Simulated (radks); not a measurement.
Excited configurations of neutral tin: one electron is placed in a higher orbital outside [Kr] 4d10 5s2 5p1. The ground configuration is [Kr] 4d10 5s2 5p2. All-electron calculation, scalar-relativistic Kohn-Sham, PBE, spin-polarised, spherical densities, finite nucleus; open shells are filled with parallel spins first (spin-orbit coupling, left out, can overturn this in heavy ions); Fermi nuclear charge, rms radius 4.6519 fm. Program: a radial shooting solver on a logarithmic mesh with Libxc functionals. Excitation = E - E(ground); binding = E(ion) - E, where the ion is the core of charge +1; n* = 1/sqrt(2 binding) in atomic units, and the quantum defect is n - n*.

| outer orbital | excitation (eV) | binding (eV) | n* | eigenvalue (eV) |
|---|---|---|---|---|
| 4f | 6.337 | 0.972 | 3.742 | -0.476 |
| 5d | 5.366 | 1.943 | 2.646 | -0.738 |
| 5f | 6.625 | 0.684 | 4.460 | -0.405 |
| 6s | 4.125 | 3.184 | 2.067 | -1.887 |
| 6f | 6.806 | 0.503 | 5.200 | -0.321 |
| 7p | 6.063 | 1.246 | 3.304 | -0.766 |

The Delta-SCF ionisation energy is 7.309 eV (NIST Atomic Spectra Database: 7.344 eV, measured). Self-interaction in the functional shifts the binding energies and quantum defects, so they are the method's values and not measured ones. Open shells are spherical and high-spin; term and fine-structure splittings are not resolved. Spin-orbit splitting is averaged out at the scalar-relativistic level.
